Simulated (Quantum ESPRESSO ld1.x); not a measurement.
One sound ld1.x (Quantum ESPRESSO 7.5) input for the scandium ion Sc3+ gives E = -762.672 hartree in 21 iterations:

```
 &input
    zed=21.0,
    iswitch=1,
    rel=1,
    dft='BLYP',
    config='[Ar]',
    prefix='ld1',
    max_out_wfc=37,
    file_charge='ld1.rho',
 /
```

Changed or added lines, one case at a time, and what came of them:

- rel=2 relpert=.true.: refused. The program stops in ld1_readin with "perturbative SO-splitting for AE calculations with rel=0 only": the perturbative correction needs rel = 0.
- atom='Jo' (without zed): crashed. The symbol names no element; the program warns, takes a nuclear charge of zero and dies without a result.
- rmax=1000.0: harmless. The energy moves by less than 1e-5 hartree against the default mesh (-762.672 hartree).
- beta=1.0: harmless. The Broyden-type mixing copes: 9 iterations against 21, same energy.
- isic=1 latt=1: refused. The program stops in ld1_readin with "isic and latter correction not allowed": the two corrections exclude each other.
- atom='Sc': harmless. atom and zed name the same element, and the result equals that of the sound run.
- dft='GGA': refused. The program stops in set_dft_from_name with "GGA: unrecognized dft": the name is not a functional that the program knows.
